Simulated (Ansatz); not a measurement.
AgF (SMILES [F][Ag]), singlet, geometry from GFN2-xTB (such geometries of metal compounds can be far from the true shape) (core potentials on Ag); B3LYP/def2-TZVP in Ansatz (a first-principles code).

Ansatz was given this input:
Ansatz 0.2 input:
```yaml
crystal:
  periodic: [false, false, false]
  atoms:
    - {symbol: Ag, position_ang: [-0.00000000, -0.00000000, -0.31678464]}
    - {symbol: F, position_ang: [0.00000000, 0.00000000, 1.65431980]}
basis:
  gaussian:
    orbitals: def2-TZVP
hamiltonian:
  xc: b3lyp
scf: {lower_state_search: off}
```

The log (banner, timings and long lists left out):

```
Functional definition: B3LYP
these checks for a lower state are left out or cut short: stability, starts, cluster_reference, orbital_swaps, neighbouring_geometries, increment
514 factors; their error is unknown
mean field evaluation 1: about -6714.6034 eV, gradient 5.2e1 eV
mean field evaluation 2: about -6611.4121 eV, gradient 2.3e2 eV
mean field evaluation 4: about -6718.4071 eV, gradient 1.9e1 eV
mean field evaluation 8: about -6718.9493 eV, gradient 1.1e-1 eV
mean field evaluation 16: about -6718.9494 eV, gradient 7.3e-6 eV
mean field -6718.94935068 eV, -246.9168343700 hartree, gradient 7.3e-6 eV, S^2 0.000000; 0 other end points of the search recorded, 0 dependent functions left out
reference -6718.94955026 eV, -246.9168417043 hartree; 14, 14 occupied and 57, 57 virtual orbitals, 514 factors
Total energy: -6718.94955026 eV, -246.9168417043 hartree
Checks for a lower state left out: stability, starts, cluster_reference, orbital_swaps, neighbouring_geometries, increment
```
